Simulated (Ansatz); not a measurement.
Program: Ansatz. Geometries: PBE0-D4/def2-TZVP. ΔE: electronic, gas phase. CCSD(T)/CBS adds triple-zeta CCSD(T) − MP2 to the extrapolated MP2 energy (def2 sets, frozen cores). This one scheme is used for every species. DFT in def2-TZVPP. B3LYP here is the variant with VWN-RPA as its local correlation; programs differ in this. HSE06 is defined as in plane-wave codes. Elements past krypton have def2 core potentials. For In outer-core shells are correlated without core-valence functions, which leaves a few kJ/mol of doubt a bond. One conformer a species, not always the lowest.

Consider the ligand exchange at the In–F bond: `C=[CH][In]([CH3])[F]` + HCl → `C=[CH][In]([CH3])[Cl]` + H–F.

`C=[CH][In]([CH3])[F]`:

Z-matrix (Å, degrees):
```
C
In 1 2.127
H 1 1.090 2 111.2
H 1 1.091 2 109.6 3 120.2
H 1 1.089 2 108.3 3 -120.9
C 2 2.113 1 146.3 3 -42.1
F 2 1.981 1 109.5 3 138.1
C 6 1.331 2 118.5 1 -179.7
H 6 1.087 2 122.2 1 0.2
H 8 1.086 6 121.8 2 -0.0
H 8 1.089 6 121.8 2 180.0
```

HCl:

Cartesian coordinates in Å:
```
Cl 0.622 0.088 0.119
H -0.622 -0.088 -0.119
```

`C=[CH][In]([CH3])[Cl]`:

Cartesian coordinates in Å:
```
C 2.548 0.318 0.116
C 1.343 0.864 0.251
In -0.397 -0.296 -0.085
C -2.521 -0.127 -0.064
Cl 0.291 -2.486 -0.673
H 2.679 -0.724 -0.166
H 3.460 0.889 0.282
H 1.268 1.912 0.535
H -2.901 -0.380 -1.054
H -2.921 -0.847 0.651
H -2.847 0.876 0.207
```

H–F:

Z-matrix (Å, degrees):
```
F
H 1 0.920
```

| level | ΔE (kJ/mol) | difference from CCSD(T)/CBS |
| --- | --- | --- |
| PBE-D4 | -49.8 | 7.9 |
| revPBE-D4 | -50.1 | 7.6 |
| B97M-V | -48.8 | 8.9 |
| B3LYP-D4 | -51.4 | 6.3 |
| r2SCAN0-D4 | -59.4 | -1.7 |
| HSE06-D4 | -60.2 | -2.5 |
| BHLYP-D4 | -59.8 | -2.1 |
| ωB97X-V | -50.2 | 7.5 |
| ωB97M-V | -53.5 | 4.2 |
| RPA@PBE/def2-TZVPP | -50.5 | 7.2 |
| CCSD(T)/def2-SVP | -48.9 | 8.8 |
| SCS-MP2/def2-TZVPP | -57.2 | 0.5 |
| CCSD/def2-TZVPP | -57.4 | 0.3 |
| CCSD(T)/def2-TZVPP | -57.2 | 0.5 |
| SCS-MP2/def2-QZVPP | -57.1 | 0.6 |
| MP2/CBS(def2) | -63.7 | -6.0 |
| CCSD(T)/CBS | -57.7 | 0 |

Largest T1 diagnostic among the species: 0.014.

At CCSD(T), def2-SVP lies +8.8 kJ/mol from the extrapolated value and def2-TZVPP +0.5 kJ/mol. The D4 term adds −5.7 kJ/mol with B3LYP and −3.3 kJ/mol with PBE0; it sums over pairs of atoms, weighted by their polarisabilities, and B3LYP, whose exchange is more repulsive, gets the larger term. From PBE to PBE0 (25 % exact exchange), in def2-TZVPP and without D4, ΔE moves by −10.0 kJ/mol.

CCSD(T)/CBS has its own doubt, a few kJ/mol and more with outer-core shells, so smaller differences from it don't rank the levels.
